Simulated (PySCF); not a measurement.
PySCF input (M06-2X/def2-TZVPD):

```python
from pyscf import gto, scf, dft

mol = gto.M(
    atom='''
    Si   -0.39426611    0.01492235    0.04416143
    O     0.96032213    0.07725825   -0.85511797
    C     2.27826350   -0.09126056   -0.34809697
    O    -1.65364082    0.06212538   -0.99833822
    O    -0.59882630    1.25859181    1.08940615
    O    -0.29108784   -1.34013254    0.95385181
    H     2.36861266   -1.02915926    0.20389403
    H     2.96327984   -0.10680920   -1.19522483
    H     2.55019002    0.73727423    0.31113657
    H    -1.55078203   -0.40369186   -1.83185775
    H    -0.96328937    2.07254838    0.73277093
    H    -0.85200409   -1.39425500    1.73118841
    ''',
    basis='def2-tzvpd',
    charge=0,
    spin=0,
    verbose=4,
)

mf = dft.RKS(mol, xc='m062x').density_fit(auxbasis='def2-universal-jkfit')
mf.grids.level = 4
mf.conv_tol = 1e-9
mf.max_cycle = 100
mf.max_memory = 1500
mf.kernel()
if not mf.converged:
    mf = mf.newton()
    mf.kernel(mf.make_rdm1())
mf.analyze()
```

Output:

```
PySCF version 2.14.0

[INPUT] verbose = 4
[INPUT] num. atoms = 12
[INPUT] num. electrons = 58
[INPUT] charge = 0
[INPUT] spin (= nelec alpha-beta = 2S) = 0
[INPUT] symmetry False subgroup None
[INPUT] Mole.unit = angstrom
[INPUT] Symbol           X                Y                Z      unit          X                Y                Z       unit  Magmom
[INPUT]  1 Si    -0.394266110000   0.014922350000   0.044161430000 AA   -0.745054968098   0.028199154635   0.083453007969 Bohr   0.0
[INPUT]  2 O      0.960322130000   0.077258250000  -0.855117970000 AA    1.814745817059   0.145996933363  -1.615938767494 Bohr   0.0
[INPUT]  3 C      2.278263500000  -0.091260560000  -0.348096970000 AA    4.305294054593  -0.172457464374  -0.657807938091 Bohr   0.0
[INPUT]  4 O     -1.653640820000   0.062125380000  -0.998338220000 AA   -3.124928258201   0.117399953585  -1.886585815486 Bohr   0.0
[INPUT]  5 O     -0.598826300000   1.258591810000   1.089406150000 AA   -1.131617703187   2.378393823521   2.058679261917 Bohr   0.0
[INPUT]  6 O     -0.291087840000  -1.340132540000   0.953851810000 AA   -0.550076295791  -2.532483471218   1.802518684321 Bohr   0.0
[INPUT]  7 H      2.368612660000  -1.029159260000   0.203894030000 AA    4.476029222578  -1.944829139960   0.385303875134 Bohr   0.0
[INPUT]  8 H      2.963279840000  -0.106809200000  -1.195224830000 AA    5.599787328045  -0.201840135584  -2.258647585980 Bohr   0.0
[INPUT]  9 H      2.550190020000   0.737274230000   0.311136570000 AA    4.819160703399   1.393246373400   0.587962904637 Bohr   0.0
[INPUT] 10 H     -1.550782030000  -0.403691860000  -1.831857750000 AA   -2.930553315597  -0.762867054116  -3.461709446662 Bohr   0.0
[INPUT] 11 H     -0.963289370000   2.072548380000   0.732770930000 AA   -1.820353088005   3.916548818111   1.384736369743 Bohr   0.0
[INPUT] 12 H     -0.852004090000  -1.394255000000   1.731188410000 AA   -1.610054387109  -2.634760097805   3.271471964921 Bohr   0.0

nuclear repulsion = 349.328408863596
number of shells = 114
number of NR pGTOs = 407
number of NR cGTOs = 294
basis = def2-tzvpd
ecp = {}

******** <class 'pyscf.df.df_jk.DFRKS'> ********
method = DFRKS
initial guess = minao
damping factor = 0
level_shift factor = 0
DIIS = <class 'pyscf.scf.diis.CDIIS'>
diis_start_cycle = 1
diis_space = 8
diis_damp = 0
SCF conv_tol = 1e-09
SCF conv_tol_grad = None
SCF max_cycles = 100
direct_scf = False
XC library pyscf.dft.libxc version 7.1.2
    S. Lehtola, C. Steigemann, M. J. T. Oliveira, and M. A. L. Marques,  SoftwareX 7, 1–5 (2018)
XC functionals = m062x
    Y. Zhao and D. G. Truhlar,  Theor. Chem. Acc. 120, 215 (2008)
    Y. Zhao and D. G. Truhlar,  Theor. Chem. Acc. 120, 215 (2008)
radial grids:
    Treutler-Ahlrichs [JCP 102, 346 (1995); DOI:10.1063/1.469408] (M4) radial grids

becke partition: Becke, JCP 88, 2547 (1988); DOI:10.1063/1.454033
pruning grids: <function nwchem_prune>
grids dens level: 4
symmetrized grids: False
atomic radii adjust function: <function treutler_atomic_radii_adjust>
small_rho_cutoff = 0
Set gradient conv threshold to 3.16228e-05
Initial guess from minao.
tot grids = 264816
[...]
cycle= 10 E= -632.337299465185  delta_E= -1.82e-10  |g|= 1.09e-05  |ddm|= 3.41e-05
  HOMO = -0.370212431448393  LUMO = -0.00410907780542298  gap/eV = 9.96218
Extra cycle  E= -632.337299465184  delta_E= 1.14e-12  |g|= 1.3e-05  |ddm|= 1.69e-05
converged SCF energy = -632.337299465184
**** SCF Summaries ****
Total Energy =                        -632.337299465184287
Nuclear Repulsion Energy =             349.328408863595826
One-electron Energy =                -1567.152196626380601
Two-electron Energy =                  585.486488297600431
Two-electron Coulomb Energy =          648.579747784157234
DFT Exchange-Correlation Energy =      -63.093259486556832
HOMO-LUMO gap [eV] =                     9.962179679195438
**** MO energy ****
MO #1   energy= -67.0597363231552  occ= 2
MO #2   energy= -19.6294101462848  occ= 2
MO #3   energy= -19.6284138492559  occ= 2
MO #4   energy= -19.627704584642   occ= 2
MO #5   energy= -19.6242842185545  occ= 2
MO #6   energy= -10.583748151441   occ= 2
MO #7   energy= -5.58933403156821  occ= 2
MO #8   energy= -3.90176820146689  occ= 2
MO #9   energy= -3.9015728441717   occ= 2
MO #10  energy= -3.90156640980738  occ= 2
MO #11  energy= -1.16211138504197  occ= 2
MO #12  energy= -1.12626123553652  occ= 2
MO #13  energy= -1.12147708363011  occ= 2
MO #14  energy= -1.11794070846145  occ= 2
MO #15  energy= -0.783256620746279 occ= 2
MO #16  energy= -0.660453789349503 occ= 2
MO #17  energy= -0.609587275665944 occ= 2
MO #18  energy= -0.602595733708719 occ= 2
MO #19  energy= -0.564989487854759 occ= 2
MO #20  energy= -0.527397992248686 occ= 2
MO #21  energy= -0.52230139805661  occ= 2
MO #22  energy= -0.475739448676452 occ= 2
MO #23  energy= -0.458854985300092 occ= 2
MO #24  energy= -0.453710017005436 occ= 2
MO #25  energy= -0.434100512987456 occ= 2
MO #26  energy= -0.426912710422321 occ= 2
MO #27  energy= -0.404578283245693 occ= 2
MO #28  energy= -0.389666477195365 occ= 2
MO #29  energy= -0.370212431448393 occ= 2
MO #30  energy= -0.00410907780542298 occ= 0
MO #31  energy= 0.0251574784189643 occ= 0
MO #32  energy= 0.026146459533855  occ= 0
MO #33  energy= 0.0300703121596368 occ= 0
MO #34  energy= 0.0588488571649328 occ= 0
MO #35  energy= 0.0643866725112206 occ= 0
MO #36  energy= 0.0681298517320403 occ= 0
MO #37  energy= 0.0718323313803548 occ= 0
MO #38  energy= 0.0734295349435472 occ= 0
MO #39  energy= 0.0970435685530012 occ= 0
MO #40  energy= 0.108393681290743  occ= 0
MO #41  energy= 0.113280073657892  occ= 0
MO #42  energy= 0.118421382433009  occ= 0
MO #43  energy= 0.121563644772665  occ= 0
MO #44  energy= 0.130990217471896  occ= 0
MO #45  energy= 0.132688640110453  occ= 0
MO #46  energy= 0.141335679026717  occ= 0
MO #47  energy= 0.15330554013525   occ= 0
MO #48  energy= 0.156241843085457  occ= 0
MO #49  energy= 0.159882179472285  occ= 0
MO #50  energy= 0.178645938928941  occ= 0
MO #51  energy= 0.191954638793714  occ= 0
MO #52  energy= 0.201633767936297  occ= 0
MO #53  energy= 0.211335755688307  occ= 0
MO #54  energy= 0.220806263800673  occ= 0
MO #55  energy= 0.227056654255329  occ= 0
MO #56  energy= 0.229931497502429  occ= 0
MO #57  energy= 0.235608101158941  occ= 0
MO #58  energy= 0.242551248942375  occ= 0
MO #59  energy= 0.257242497208461  occ= 0
MO #60  energy= 0.257619739968034  occ= 0
MO #61  energy= 0.268832535729594  occ= 0
MO #62  energy= 0.275998683464755  occ= 0
MO #63  energy= 0.282506539647689  occ= 0
MO #64  energy= 0.290031551514078  occ= 0
MO #65  energy= 0.295986894911945  occ= 0
MO #66  energy= 0.297588674186755  occ= 0
MO #67  energy= 0.30537574787168   occ= 0
MO #68  energy= 0.306956408475479  occ= 0
MO #69  energy= 0.316635928215539  occ= 0
MO #70  energy= 0.323781289992663  occ= 0
MO #71  energy= 0.324886494790045  occ= 0
MO #72  energy= 0.329585136207482  occ= 0
MO #73  energy= 0.338529171110294  occ= 0
MO #74  energy= 0.341694365258005  occ= 0
MO #75  energy= 0.346647803131396  occ= 0
MO #76  energy= 0.354875395195613  occ= 0
MO #77  energy= 0.361350744516143  occ= 0
MO #78  energy= 0.375446451865534  occ= 0
MO #79  energy= 0.382968944013562  occ= 0
MO #80  energy= 0.390524775241093  occ= 0
MO #81  energy= 0.392956762883798  occ= 0
MO #82  energy= 0.399508608634652  occ= 0
MO #83  energy= 0.404830859121809  occ= 0
MO #84  energy= 0.407545728883832  occ= 0
MO #85  energy= 0.413839419140213  occ= 0
MO #86  energy= 0.425862509818475  occ= 0
MO #87  energy= 0.435301887352171  occ= 0
MO #88  energy= 0.447693691664104  occ= 0
MO #89  energy= 0.456506344770233  occ= 0
MO #90  energy= 0.46883956670733   occ= 0
MO #91  energy= 0.479160682608165  occ= 0
MO #92  energy= 0.499045037034224  occ= 0
MO #93  energy= 0.51557509394547   occ= 0
MO #94  energy= 0.529023932508071  occ= 0
MO #95  energy= 0.536176135644306  occ= 0
MO #96  energy= 0.560273617637839  occ= 0
MO #97  energy= 0.567073809699584  occ= 0
MO #98  energy= 0.585714040264218  occ= 0
MO #99  energy= 0.59842072188969   occ= 0
MO #100 energy= 0.610377922076372  occ= 0
MO #101 energy= 0.617472344491839  occ= 0
MO #102 energy= 0.624587772325694  occ= 0
MO #103 energy= 0.631806335102933  occ= 0
MO #104 energy= 0.638682492496309  occ= 0
MO #105 energy= 0.64794102362941   occ= 0
MO #106 energy= 0.666964844557948  occ= 0
MO #107 energy= 0.675530479157613  occ= 0
[...]
```
